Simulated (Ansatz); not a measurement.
Steps of a relaxation of `[OH][GaH][BH]BF` with RKS PBE0-D4/def2-TZVP.

```sh
$ ansatz run in.yaml --threads 4 --pin off --events-out ev --progress --plain --max-ram 10444MiB
```

```yaml
crystal:
  periodic: [false, false, false]
  atoms:
    - {symbol: O, position_ang: [-2.167300, 0.179584, 1.477670]}
    - {symbol: Ga, position_ang: [-0.466316, -0.419546, 1.268436]}
    - {symbol: B, position_ang: [0.327456, -0.599471, -0.654724]}
    - {symbol: B, position_ang: [1.279224, 0.604619, -1.277740]}
    - {symbol: F, position_ang: [0.921055, 1.683094, -1.984455]}
    - {symbol: H, position_ang: [-2.622090, 0.395780, 0.643127]}
    - {symbol: H, position_ang: [0.157925, -0.718062, 2.684776]}
    - {symbol: H, position_ang: [0.182552, -1.684516, -1.191545]}
    - {symbol: H, position_ang: [2.475994, 0.512318, -0.982745]}
basis:
  gaussian: {orbitals: def2-TZVP}
hamiltonian: {xc: pbe0, dispersion: d4}
relax: {f_tol: 0.005, max_steps: 150}
```

Positions (Å) and forces (eV/Å) along the path, 14 of 16 steps:

```xyz
9
step=1 energy=-58549.2263 eV
O    -2.167    0.180    1.478    0.021    0.033   -0.780
Ga   -0.466   -0.420    1.268   -0.360    0.109    0.317
B     0.327   -0.599   -0.655   -0.050   -0.195   -0.243
B     1.279    0.605   -1.278    0.315    0.189   -0.105
F     0.921    1.683   -1.984    0.086   -0.487    0.306
H    -2.622    0.396    0.643    0.362   -0.166    0.660
H     0.158   -0.718    2.685   -0.014    0.011   -0.195
H     0.183   -1.685   -1.192    0.075    0.425    0.168
H     2.476    0.512   -0.983   -0.436    0.082   -0.126
9
step=3 energy=-58549.2523 eV rejected
O    -2.163    0.186    1.458    0.055   -0.041    0.082
Ga   -0.482   -0.426    1.294   -0.036    0.006   -0.043
B     0.326   -0.579   -0.626   -0.064    0.095    0.184
B     1.285    0.610   -1.243    0.103   -0.157   -0.383
F     0.906    1.619   -2.021   -0.039    0.022    0.144
H    -2.590    0.395    0.627   -0.053    0.037   -0.075
H     0.163   -0.759    2.675    0.006   -0.008    0.046
H     0.175   -1.628   -1.182    0.012   -0.034   -0.054
H     2.469    0.536   -0.997    0.016    0.080    0.098
9
step=4 energy=-58549.2599 eV
O    -2.163    0.185    1.452    0.048   -0.031    0.043
Ga   -0.480   -0.422    1.290   -0.021    0.016   -0.035
B     0.327   -0.587   -0.629   -0.034    0.006    0.045
B     1.288    0.593   -1.264    0.053    0.008    0.015
F     0.895    1.638   -1.982   -0.029    0.010   -0.018
H    -2.589    0.398    0.621   -0.038    0.025   -0.044
H     0.166   -0.745    2.675    0.002   -0.009    0.029
H     0.176   -1.639   -1.181   -0.014   -0.041   -0.023
H     2.468    0.532   -1.000    0.031    0.015   -0.013
9
step=6 energy=-58549.2608 eV
O    -2.168    0.185    1.455    0.031   -0.035    0.016
Ga   -0.491   -0.439    1.296    0.009    0.093   -0.038
B     0.344   -0.578   -0.617   -0.051   -0.069    0.083
B     1.302    0.596   -1.273    0.018    0.047   -0.008
F     0.880    1.623   -2.002   -0.022   -0.018   -0.001
H    -2.589    0.426    0.628   -0.005    0.008   -0.017
H     0.137   -0.782    2.686   -0.009   -0.024    0.003
H     0.186   -1.638   -1.157    0.005    0.004   -0.043
H     2.488    0.560   -1.035    0.023   -0.006    0.006
9
step=7 energy=-58549.2621 eV
O    -2.171    0.179    1.456   -0.017    0.013   -0.004
Ga   -0.490   -0.428    1.296    0.030   -0.001   -0.022
B     0.347   -0.580   -0.613   -0.024   -0.020    0.047
B     1.308    0.594   -1.270    0.008    0.002   -0.009
F     0.874    1.615   -2.003   -0.011    0.003   -0.003
H    -2.591    0.430    0.631    0.005   -0.003    0.004
H     0.132   -0.787    2.686   -0.004   -0.003   -0.004
H     0.185   -1.635   -1.162    0.003    0.005   -0.014
H     2.495    0.566   -1.039    0.010    0.005    0.004
9
step=8 energy=-58549.2620 eV rejected
O    -2.166    0.183    1.457    0.018   -0.003   -0.005
Ga   -0.487   -0.433    1.296   -0.006    0.018   -0.020
B     0.349   -0.583   -0.613   -0.038   -0.019    0.045
B     1.306    0.593   -1.270    0.017    0.025   -0.007
F     0.868    1.606   -2.012   -0.015    0.000    0.001
H    -2.579    0.437    0.630   -0.022    0.009   -0.015
H     0.124   -0.793    2.688    0.020   -0.015    0.015
H     0.182   -1.635   -1.165    0.011   -0.009   -0.014
H     2.492    0.580   -1.029    0.015   -0.007   -0.001
9
step=9 energy=-58549.2623 eV
O    -2.168    0.183    1.455   -0.009    0.009   -0.004
Ga   -0.489   -0.429    1.297    0.015   -0.008   -0.012
B     0.349   -0.583   -0.610   -0.015   -0.005    0.022
B     1.307    0.593   -1.268    0.007   -0.003   -0.004
F     0.868    1.610   -2.003   -0.007    0.002    0.000
H    -2.587    0.433    0.629    0.002    0.000    0.001
H     0.129   -0.791    2.687    0.000   -0.001    0.001
H     0.185   -1.635   -1.165    0.004    0.001   -0.005
H     2.495    0.572   -1.038    0.003    0.004    0.000
9
step=10 energy=-58549.2626 eV
O    -2.163    0.193    1.451    0.005    0.001   -0.007
Ga   -0.488   -0.436    1.299   -0.007    0.001    0.001
B     0.353   -0.589   -0.605    0.002    0.000   -0.008
B     1.306    0.592   -1.266    0.000    0.008   -0.001
F     0.850    1.601   -2.004    0.003   -0.009    0.009
H    -2.575    0.447    0.623    0.001    0.001    0.003
H     0.121   -0.804    2.691    0.002   -0.002    0.003
H     0.190   -1.638   -1.166    0.004    0.000    0.004
H     2.495    0.588   -1.039   -0.010   -0.001   -0.005
9
step=11 energy=-58549.2627 eV
O    -2.158    0.200    1.447    0.007   -0.003   -0.006
Ga   -0.488   -0.441    1.300   -0.012    0.007    0.005
B     0.355   -0.594   -0.603    0.007   -0.001   -0.008
B     1.302    0.593   -1.264   -0.001    0.005   -0.016
F     0.838    1.597   -2.002    0.005   -0.009    0.014
H    -2.566    0.458    0.618    0.000    0.001    0.003
H     0.116   -0.812    2.693    0.001   -0.003    0.003
H     0.197   -1.643   -1.165    0.003    0.002    0.004
H     2.492    0.595   -1.042   -0.011    0.001    0.001
9
step=12 energy=-58549.2624 eV rejected
O    -2.147    0.219    1.435   -0.003   -0.001   -0.014
Ga   -0.487   -0.451    1.301   -0.001    0.014    0.013
B     0.364   -0.608   -0.597    0.021   -0.022   -0.047
B     1.293    0.589   -1.265   -0.024    0.062    0.052
F     0.803    1.594   -1.987    0.020   -0.034   -0.006
H    -2.542    0.489    0.604    0.012   -0.008    0.019
H     0.104   -0.835    2.698   -0.009    0.000   -0.008
H     0.217   -1.659   -1.158   -0.007    0.002    0.012
H     2.484    0.616   -1.049   -0.008   -0.014   -0.021
9
step=13 energy=-58549.2628 eV
O    -2.153    0.208    1.442    0.002    0.002   -0.007
Ga   -0.487   -0.444    1.301   -0.007   -0.001    0.004
B     0.360   -0.600   -0.600    0.007   -0.003   -0.006
B     1.297    0.593   -1.264   -0.004    0.008   -0.011
F     0.823    1.596   -1.997    0.005   -0.007    0.008
H    -2.554    0.473    0.612    0.002   -0.001    0.007
H     0.109   -0.825    2.695    0.000    0.000   -0.001
H     0.208   -1.651   -1.160   -0.001    0.003    0.004
H     2.487    0.604   -1.046   -0.004    0.000    0.002
9
step=14 energy=-58549.2628 eV
O    -2.150    0.212    1.439   -0.001    0.000   -0.007
Ga   -0.486   -0.447    1.300    0.001    0.005    0.003
B     0.362   -0.603   -0.600   -0.002   -0.007   -0.004
B     1.294    0.593   -1.264   -0.004    0.009   -0.001
F     0.816    1.596   -1.995    0.002   -0.006    0.002
H    -2.549    0.480    0.609    0.003   -0.002    0.007
H     0.106   -0.830    2.696   -0.002   -0.001   -0.002
H     0.212   -1.656   -1.157    0.000    0.002    0.001
H     2.484    0.609   -1.046    0.002   -0.001    0.000
9
step=15 energy=-58549.2628 eV
O    -2.150    0.213    1.439    0.000    0.001   -0.005
Ga   -0.486   -0.447    1.301   -0.001    0.000    0.002
B     0.362   -0.604   -0.600    0.000   -0.003   -0.002
B     1.294    0.593   -1.264   -0.003    0.006   -0.002
F     0.815    1.595   -1.996    0.002   -0.004    0.001
H    -2.548    0.482    0.609    0.002   -0.001    0.005
H     0.105   -0.832    2.696    0.000    0.000   -0.001
H     0.213   -1.657   -1.157    0.000    0.002    0.001
H     2.483    0.610   -1.045    0.002    0.000    0.001
9
step=16 energy=-58549.2628 eV
O    -2.150    0.213    1.439    0.000    0.000   -0.003
Ga   -0.486   -0.447    1.300   -0.002    0.000    0.001
B     0.362   -0.604   -0.601    0.000   -0.002   -0.001
B     1.293    0.593   -1.264   -0.002    0.003   -0.002
F     0.815    1.594   -1.997    0.001   -0.002    0.001
H    -2.548    0.482    0.609    0.001   -0.001    0.003
H     0.105   -0.832    2.696    0.000    0.000   -0.001
H     0.213   -1.657   -1.157    0.000    0.001    0.001
H     2.483    0.611   -1.044    0.002    0.000    0.001
```

It took 56 s on 4 threads of an Arm Neoverse V1 on a shared host, with 0.5 GiB of host memory at the peak.
